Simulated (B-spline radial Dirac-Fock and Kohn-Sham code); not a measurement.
Ionisation of each subshell: Er⁶³⁺

System: the Er⁶³⁺ ion, configuration [He] 2s2 2p1; nuclear rms radius 5.2516 fm (A = 166).

Level of theory: ΔSCF Dirac-Fock with Breit, self-energy and vacuum polarisation, finite nucleus, configuration average; a radial atomic solver. Correlation energy is missing from these numbers. Energies are counted from the vacuum level.

All terms are in eV, carry their sign (relaxation lowers the binding energy) and add up to the binding energy; ⟨r⟩ is the mean radius of the orbital in the initial state.

| subshell | −ε (Koopmans) | relaxation | Breit | self-energy | vacuum polarisation | binding energy | ⟨r⟩ (bohr) |
| --- | --- | --- | --- | --- | --- | --- | --- |
| K | 64802.0 | -8.50 | -139.40 | -110.35 | 19.10 | 64562.9 | 0.020 |
| L1 | 15713.4 | -0.71 | -15.24 | -16.81 | 2.70 | 15683.4 | 0.082 |
| L2,3 | 14861.0 | -0.78 | -15.41 | -1.08 | -0.01 | 14843.7 | 0.074 |

For the deepest level, K (1s), the Breit terms make up -0.216 % of the binding energy, QED -0.141 % and orbital relaxation -0.013 %.

Going to the tabulated ground configuration of the next ion removes an electron from L2,3 (2p), computed at 14843.7 eV. NIST lists 15511 ± 19 eV as the ionisation energy of this species (theoretical), +667.25 eV from the computed value. Where a p, d or f shell is open in either ion the computed value averages over both j values and all terms, while the table refers to the lowest levels; that difference holds spin-orbit splitting (largest in heavy or highly charged ions), term energies where several electrons share open shells, and correlation, and it can reach 10 % or more.
